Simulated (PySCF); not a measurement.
PySCF input (HF/def2-TZVPD):

```python
from pyscf import gto, scf, dft

mol = gto.M(
    atom='''
    Si   -0.06489775   -0.23806408    0.28107674
    F    -0.66796429    1.18889473    0.64409789
    F    -0.81303369   -0.75340487   -1.03545966
    O     1.52158135    0.01648192   -0.01252690
    H     2.06489960   -0.71836687   -0.31260303
    ''',
    basis='def2-tzvpd',
    charge=0,
    spin=1,
    verbose=4,
)

mf = scf.UHF(mol).density_fit(auxbasis='def2-universal-jkfit')
mf.conv_tol = 1e-9
mf.max_cycle = 100
mf.max_memory = 1500
mf.kernel()
if not mf.converged:
    mf = mf.newton()
    mf.kernel(mf.make_rdm1())
for _ in range(2):
    mo, _, stable, _ = mf.stability(return_status=True)
    if stable:
        break
    mf.kernel(mf.make_rdm1(mo, mf.mo_occ))
mf.analyze()
```

End of the output:

```
Extra cycle  E= -563.545487479842  delta_E= -1.03e-10  |g|= 6.54e-06  |ddm|= 9.95e-06
converged SCF energy = -563.545487479842  <S^2> = 0.7526739  2S+1 = 2.0026721
uhf_internal: lowest eigs of H = [0.45829537 0.4898172  0.52458638]
<class 'pyscf.df.df_jk.DFUHF'> wavefunction is stable in the internal stability analysis
**** SCF Summaries ****
Total Energy =                        -563.545487479841995
Nuclear Repulsion Energy =             176.335790377890334
One-electron Energy =                -1135.370232194724849
Two-electron Energy =                  395.488954336992492
Two-electron Coulomb Energy =          444.842414513184906
DFT Exchange-Correlation Energy =      -49.353460176192414
HOMO-LUMO gap [eV] =                    11.275624442972253
**** MO energy ****
                             alpha | beta                alpha | beta
MO #1   energy= -68.8829070435301  | -68.8760146306952  occ= 1 | 1
MO #2   energy= -26.3082027354068  | -26.3044737187229  occ= 1 | 1
MO #3   energy= -26.3064681883581  | -26.3030806008388  occ= 1 | 1
MO #4   energy= -20.5986608282199  | -20.5938588978249  occ= 1 | 1
MO #5   energy= -6.2215992987092   | -6.21029053719061  occ= 1 | 1
MO #6   energy= -4.33251440222121  | -4.32173935833786  occ= 1 | 1
MO #7   energy= -4.32629255072819  | -4.32123500241427  occ= 1 | 1
MO #8   energy= -4.32563430299304  | -4.31319633681383  occ= 1 | 1
MO #9   energy= -1.61973802116458  | -1.60913819467107  occ= 1 | 1
MO #10  energy= -1.60138360887064  | -1.59084189538187  occ= 1 | 1
MO #11  energy= -1.38480335120489  | -1.37062824651357  occ= 1 | 1
MO #12  energy= -0.820858893617157 | -0.803213043836578 occ= 1 | 1
MO #13  energy= -0.751484520061448 | -0.739806780650752 occ= 1 | 1
MO #14  energy= -0.731463390969477 | -0.716384734558613 occ= 1 | 1
MO #15  energy= -0.706257039391572 | -0.68847532288624  occ= 1 | 1
MO #16  energy= -0.684377888760473 | -0.677303488343058 occ= 1 | 1
MO #17  energy= -0.671087330719452 | -0.661781676672275 occ= 1 | 1
MO #18  energy= -0.655902254788034 | -0.652600193395944 occ= 1 | 1
MO #19  energy= -0.609553763276099 | -0.58477814172126  occ= 1 | 1
MO #20  energy= -0.563900115158855 | -0.553043984188195 occ= 1 | 1
MO #21  energy= -0.397390156363727 | 0.0169814024640675 occ= 1 | 0
MO #22  energy= 0.0529945662337314 | 0.0717227991571699 occ= 0 | 0
MO #23  energy= 0.0821974900185362 | 0.0932511613156128 occ= 0 | 0
MO #24  energy= 0.0909869639902105 | 0.0975323790367585 occ= 0 | 0
MO #25  energy= 0.101411318820279  | 0.117176710428416  occ= 0 | 0
MO #26  energy= 0.123282768509189  | 0.129219759191767  occ= 0 | 0
MO #27  energy= 0.131990122279805  | 0.133602062962218  occ= 0 | 0
MO #28  energy= 0.142230625173207  | 0.152019892313117  occ= 0 | 0
MO #29  energy= 0.154547204375265  | 0.164719050018595  occ= 0 | 0
MO #30  energy= 0.170857296693934  | 0.177914867133883  occ= 0 | 0
MO #31  energy= 0.190900894328217  | 0.195164590797317  occ= 0 | 0
MO #32  energy= 0.201424543555145  | 0.214446035371392  occ= 0 | 0
MO #33  energy= 0.21331259159294   | 0.216409044024298  occ= 0 | 0
MO #34  energy= 0.222260462722463  | 0.225286865197196  occ= 0 | 0
MO #35  energy= 0.228729207049999  | 0.234182993522784  occ= 0 | 0
MO #36  energy= 0.231973644383348  | 0.238092050337541  occ= 0 | 0
MO #37  energy= 0.24821442220781   | 0.2534034387302    occ= 0 | 0
MO #38  energy= 0.258464453703243  | 0.26912797783024   occ= 0 | 0
MO #39  energy= 0.26244590220514   | 0.274325967726664  occ= 0 | 0
MO #40  energy= 0.29731900429465   | 0.314653678916643  occ= 0 | 0
MO #41  energy= 0.326094899059572  | 0.331465197518041  occ= 0 | 0
MO #42  energy= 0.331671951149659  | 0.338014440168692  occ= 0 | 0
MO #43  energy= 0.35335720960159   | 0.358530177788159  occ= 0 | 0
MO #44  energy= 0.380619842689389  | 0.391280297243598  occ= 0 | 0
MO #45  energy= 0.396647691858476  | 0.408568594720947  occ= 0 | 0
MO #46  energy= 0.432031504768981  | 0.436635094057457  occ= 0 | 0
MO #47  energy= 0.449511806007899  | 0.458336861332886  occ= 0 | 0
MO #48  energy= 0.456943727025964  | 0.464923045529504  occ= 0 | 0
MO #49  energy= 0.466371818871777  | 0.486216224129915  occ= 0 | 0
MO #50  energy= 0.506585702177521  | 0.514707403596601  occ= 0 | 0
MO #51  energy= 0.523476857765629  | 0.529369561625981  occ= 0 | 0
MO #52  energy= 0.536722081704536  | 0.542942746739823  occ= 0 | 0
MO #53  energy= 0.561702725238015  | 0.575101656161958  occ= 0 | 0
MO #54  energy= 0.581325719419369  | 0.601136836239261  occ= 0 | 0
MO #55  energy= 0.603884273488758  | 0.622235691367533  occ= 0 | 0
MO #56  energy= 0.616860432019246  | 0.638472012679051  occ= 0 | 0
MO #57  energy= 0.663187172845401  | 0.671789575742675  occ= 0 | 0
MO #58  energy= 0.680130522882661  | 0.69095228614266   occ= 0 | 0
MO #59  energy= 0.706152687621437  | 0.711213836264246  occ= 0 | 0
MO #60  energy= 0.721991549475805  | 0.725164011019215  occ= 0 | 0
MO #61  energy= 0.741443439307185  | 0.746996246721393  occ= 0 | 0
MO #62  energy= 0.752796261277574  | 0.758414444314921  occ= 0 | 0
MO #63  energy= 0.760335668852602  | 0.762822095002312  occ= 0 | 0
MO #64  energy= 0.772702901358388  | 0.77500720765225   occ= 0 | 0
MO #65  energy= 0.798222403947748  | 0.805781010050094  occ= 0 | 0
MO #66  energy= 0.812718041330313  | 0.817913067478128  occ= 0 | 0
MO #67  energy= 0.832419362470534  | 0.837062415532487  occ= 0 | 0
MO #68  energy= 0.840514439105473  | 0.847335159768955  occ= 0 | 0
MO #69  energy= 0.872766097681812  | 0.881445498619528  occ= 0 | 0
MO #70  energy= 0.88130257221389   | 0.890331320262972  occ= 0 | 0
MO #71  energy= 0.934465636978154  | 0.937624275338387  occ= 0 | 0
MO #72  energy= 0.97940569190974   | 0.983540898620019  occ= 0 | 0
MO #73  energy= 1.00793887358025   | 1.0118570801522    occ= 0 | 0
MO #74  energy= 1.08424978789488   | 1.09097935257      occ= 0 | 0
MO #75  energy= 1.12644848655564   | 1.13389633975964   occ= 0 | 0
MO #76  energy= 1.14577981419213   | 1.1505021039375    occ= 0 | 0
MO #77  energy= 1.16691574456069   | 1.17241111891822   occ= 0 | 0
MO #78  energy= 1.20201195620011   | 1.20524466341301   occ= 0 | 0
MO #79  energy= 1.25153864852144   | 1.25589977064285   occ= 0 | 0
MO #80  energy= 1.2642590477438    | 1.27865548955922   occ= 0 | 0
MO #81  energy= 1.27746846273015   | 1.28902669234524   occ= 0 | 0
MO #82  energy= 1.2903971734815    | 1.29990291347224   occ= 0 | 0
MO #83  energy= 1.29843795870776   | 1.30727008957294   occ= 0 | 0
MO #84  energy= 1.30326229362583   | 1.31860323312576   occ= 0 | 0
MO #85  energy= 1.31774571280026   | 1.32883749161207   occ= 0 | 0
MO #86  energy= 1.34980431950497   | 1.36098467155763   occ= 0 | 0
MO #87  energy= 1.38094971154572   | 1.40301975345409   occ= 0 | 0
MO #88  energy= 1.49308594584236   | 1.49624037335577   occ= 0 | 0
MO #89  energy= 1.55133599341242   | 1.57128171671572   occ= 0 | 0
MO #90  energy= 1.57025377083209   | 1.5809848198724    occ= 0 | 0
MO #91  energy= 1.58808374467534   | 1.59873756892933   occ= 0 | 0
MO #92  energy= 1.59559372253559   | 1.60756035443534   occ= 0 | 0
MO #93  energy= 1.72007168641723   | 1.73200013482998   occ= 0 | 0
MO #94  energy= 1.7543462678494    | 1.76466538719061   occ= 0 | 0
MO #95  energy= 1.77917408671596   | 1.80523527004249   occ= 0 | 0
MO #96  energy= 1.82979544955746   | 1.84246687810378   occ= 0 | 0
MO #97  energy= 1.87588082241416   | 1.87877246133753   occ= 0 | 0
MO #98  energy= 1.98214952319834   | 1.98711558679849   occ= 0 | 0
MO #99  energy= 2.04802268631671   | 2.05523808205741   occ= 0 | 0
MO #100 energy= 2.09024945963341   | 2.09693618988926   occ= 0 | 0
MO #101 energy= 2.11366918507748   | 2.12003277287655   occ= 0 | 0
MO #102 energy= 2.25003230111633   | 2.25607726374636   occ= 0 | 0
MO #103 energy= 2.42616065342502   | 2.43132144268731   occ= 0 | 0
MO #104 energy= 2.45487356032216   | 2.45804140247704   occ= 0 | 0
[...]
```

It need not be the lowest isomer of its formula.
